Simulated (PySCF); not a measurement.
Species: C8H14P (charge +1).
SMILES with atom numbers: `[CH3:1][CH2:2][P@@H+:3]1[CH:4]=[CH:5][C:6]([CH3:7])=[C:8]1[CH3:9]`

NICS = −σ at a ghost point: NICS(0) at the centroid of the ring atoms, NICS(1) 1 Å to either side along the normal of their mean plane, zz for the tensor component along that normal. Level: GIAO PBE0/pcSseg-1 (PySCF, non-relativistic, gas phase) on the GFN2-xTB geometry, one conformer.

Ring bond lengths (Å), with Mayer bond orders in brackets: P3–C4 1.788 (0.98), C4–C5 1.343 (1.77), C5–C6 1.466 (1.05), C6–C8 1.357 (1.69), C8–P3 1.800 (0.96).

Q: Give the NICS values of each ring in ppm.

A: 
```tsv
ring	type	NICS(0)	NICS(1), two faces	NICS(1)zz, two faces	rms pucker (Å)	centre to ring atoms, mean (Å)
P3–C4–C5–C6–C8	5-membered ring with P; formal bonds 2 double, 3 single	-0.4	-2.8 / -3.3	0.9 / 0.4	0.00	1.32
```

Q: What do they say, and how far can they be read as aromaticity?

A: 
- P3–C4–C5–C6–C8: mean NICS(1)zz 0.6 ppm, near zero. P3 has four or more neighbours, so the value isn't read as a sign of a π ring current.

Q: What is the mean of the two in-plane components of NICS at the second NICS(1) probe listed for ring P3–C4–C5–C6–C8, 1 Å off the ring?

A: The isotropic value is a third of the trace: (3 × -3.3 − (0.4))/2 = -5.1 ppm.

Q: List the ring angles and the Hirshfeld charges of the ring atoms.

A: 
- P3–C4–C5–C6–C8: P3 93.9° (+0.455 e), C4 107.5° (-0.078 e), C5 116.4° (+0.014 e), C6 114.3° (+0.042 e), C8 107.8° (-0.032 e); sum 540.0° against 540° for a flat convex ring.

Q: How shielded are the nuclei of the rings and their hydrogens (means over atoms taken as equivalent)?

A: 
```json
{"atoms": "P3", "environment": "phosphonium phosphorus", "σ isotropic (ppm)": "315.5"}
{"atoms": "C4", "environment": "alkene CH carbon", "σ isotropic (ppm)": "71.1"}
{"atoms": "C5", "environment": "alkene CH carbon", "σ isotropic (ppm)": "15.1"}
{"atoms": "C6", "environment": "fully substituted alkene carbon", "σ isotropic (ppm)": "13.1"}
{"atoms": "C8", "environment": "fully substituted alkene carbon", "σ isotropic (ppm)": "61.8"}
{"atoms": "H on P3", "environment": "P–H hydrogen", "σ isotropic (ppm)": "25.35"}
{"atoms": "H on C4", "environment": "vinylic hydrogen", "σ isotropic (ppm)": "25.41"}
{"atoms": "H on C5", "environment": "vinylic hydrogen", "σ isotropic (ppm)": "23.88"}
```

Time: 67 s of wall time (with the writing of density and orbital grids); peak memory 1.1 GiB. Hardware: one thread, Arm Neoverse V2 (aarch64), shared host. This is the whole shielding run at PBE0/pcSseg-1, SCF included.

Shape of the structure used: `[CH3:1][CH2:2][P@@H+:3]1[CH:4]=[CH:5][C:6]([CH3:7])=[C:8]1[CH3:9]`: C1–C2–P3–C4 55°.
